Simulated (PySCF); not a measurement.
# Worked example: oscillator strength and radiative lifetime

C3H6OSi, SMILES [C@@H]1([SiH3])C=CO1.

Geometry optimised at PBE-D3(BJ)/def2-SVP. The structure was generated by enumeration; whether it is a known compound was not checked.

TDA-PBE/def2-SVPD (PySCF) puts the first singlet state with f over 0.02 at 5.80 eV (vertical), with the transition dipole (-0.315, -0.275, 0.102) in atomic units.

Q: Find the oscillator strength, the wavelength and the radiative lifetime that this transition would have in vacuum if emission retraced absorption.

A: 
|μ|² = 0.1853 au, so |μ| = 1.09 D. ΔE = 5.80/27.211 = 0.2131 hartree. f = (2/3) ΔE |μ|² = 0.026 (the program prints 0.026).
λ = 1239.84/5.80 = 214 nm; ν = 46780 cm⁻¹.
Einstein's coefficient A = 0.6670 ν² f s⁻¹ (ν in cm⁻¹) = 3.8e7 s⁻¹, so τ = 1/A = 26 ns. This state is S3; the lower singlets have f = 0.000, 0.016. The figure is the radiative limit of this one transition; relaxation, internal conversion, crossing to triplets and a medium change what is measured.
